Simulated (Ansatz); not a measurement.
Two isomers of C2H6FNSi: A = `C[C@@H]1N[Si@@H]1F`, B = `CN1C[SiH]1F`.

Isolated molecules relaxed with PBE0-D4/def2-TZVP in Ansatz; ΔE leaves out vibrations. CCSD(T)/CBS adds triple-zeta CCSD(T) − MP2 to the extrapolated MP2 energy (def2 sets, frozen cores). DFT in def2-TZVPP. B3LYP here is the variant with VWN-RPA as its local correlation; programs differ in this.

(1) Which is lower in electronic energy at CCSD(T)/CBS, and by how much? (Estimate.)

(2) Give E(B) − E(A) in kJ/mol with LDA (SPW92), CCSD/def2-TZVPP, r2SCAN-D4, B3LYP, MP2/def2-TZVPP, CCSD(T)/def2-SVP, BLYP-D4. (Estimate.)

(3) Does the order hold for the free energy at 298.15 K (harmonic terms from PBE0-D4)? (Best estimate.)

Largest T1 diagnostic: 0.012.

Results:

(1) The calculation gave: A, by 34.5 kJ/mol.

(2) Computed: LDA (SPW92) 29.5, CCSD/def2-TZVPP 31.6, r2SCAN-D4 32.4, B3LYP 27.4, MP2/def2-TZVPP 32.7, CCSD(T)/def2-SVP 25.8, BLYP-D4 27.6. None reverses the order clearly.

(3) Computed: Yes: G(B) − G(A) = +31.5 kJ/mol. Modes under 60 cm⁻¹, often nearly free rotors, make the harmonic entropy too high.

In def2-TZVPP, CCSD(T) changes the Hartree–Fock value by +6.2 kJ/mol (the triples alone add +0.9 kJ/mol) and MP2 by +6.4 kJ/mol. At CCSD(T), def2-SVP lies −8.7 kJ/mol from the extrapolated value and def2-TZVPP −2.0 kJ/mol.
